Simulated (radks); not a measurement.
Excited configurations of Dy2+: one electron is placed in a higher orbital outside [Xe] 4f9. The ground configuration is [Xe] 4f10. Method: Dirac Kohn-Sham, BLYP, spin-unpolarised, spherical densities, finite nucleus; open shells fill j = l - 1/2 first; Fermi nuclear charge, rms radius 5.2218 fm; computed with a radial shooting solver on a logarithmic mesh with Libxc functionals. Excitation = E - E(ground); binding = E(ion) - E, where the ion is the core of charge +3; n* = 3/sqrt(2 binding) in atomic units, and the quantum defect is n - n*.

[
 {"outer orbital": "5d3/2", "excitation (eV)": "4.775", "binding (eV)": "20.133", "quantum defect": "2.534", "<r> (bohr)": "2.328"},
 {"outer orbital": "5f5/2", "excitation (eV)": "17.013", "binding (eV)": "7.895", "quantum defect": "1.062", "<r> (bohr)": "5.606"},
 {"outer orbital": "6s1/2", "excitation (eV)": "4.874", "binding (eV)": "20.034", "quantum defect": "3.528", "<r> (bohr)": "3.238"},
 {"outer orbital": "6d3/2", "excitation (eV)": "15.329", "binding (eV)": "9.580", "quantum defect": "2.425", "<r> (bohr)": "5.600"},
 {"outer orbital": "7s1/2", "excitation (eV)": "14.704", "binding (eV)": "10.204", "quantum defect": "3.536", "<r> (bohr)": "6.215"}
]

The Delta-SCF ionisation energy is 24.908 eV (NIST Atomic Spectra Database: 22.89 eV, semi-empirical). Self-interaction in the functional shifts the binding energies and quantum defects, so they are the method's values and not measured ones. Spin polarisation and multiplet splitting are left out, so open shells lie too high by an amount that depends on their filling.

Beside tabulated values, note that spin-unpolarised runs miss the spin-polarisation part of the exchange energy of open shells.
